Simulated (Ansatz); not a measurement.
Start from `B[SiH]([SiH3])[SiH3]` and change one element to get `[AlH2][SiH]([SiH3])[SiH3]`.

Ansatz, PBE0-D4/def2-TZVP geometries, multiplicity 1. 

```
                                        property  `B[SiH]([SiH3])[SiH3]`
              HOMO energy (PBE0/def2-TZVPP) / eV                   -8.01
  size of the dipole moment (PBE/def2-TZVPP) / D                    0.08
size of the dipole moment (B3LYP/def2-TZVPP) / D                    0.18
           HOMO–LUMO gap (B3LYP/def2-TZVPP) / eV                    5.11
           HOMO energy (ωB97M-V/def2-TZVPP) / eV                   -9.98
             HOMO energy (B3LYP/def2-TZVPP) / eV                   -7.82
```

**Question.** Give the same properties after the change, and the shifts. (An estimate is asked.)

**Answer.** Computed: 
```csv
property,`[AlH2][SiH]([SiH3])[SiH3]`,shift
HOMO energy (PBE0/def2-TZVPP) / eV,-7.43,0.58
size of the dipole moment (PBE/def2-TZVPP) / D,0.26,0.18
size of the dipole moment (B3LYP/def2-TZVPP) / D,0.33,0.15
HOMO–LUMO gap (B3LYP/def2-TZVPP) / eV,4.84,-0.27
HOMO energy (ωB97M-V/def2-TZVPP) / eV,-9.34,0.64
HOMO energy (B3LYP/def2-TZVPP) / eV,-7.24,0.58
```

With PBE0 the HOMO rises by 0.58 eV and the LUMO rises by 0.31 eV, so the gap narrows by about 0.27 eV. PBE moves the HOMO by 0.47 eV and ωB97M-V by 0.64 eV. Dipoles are sizes alone; their direction can turn.

B3LYP here is the variant with VWN-RPA as its local correlation; programs differ in this.
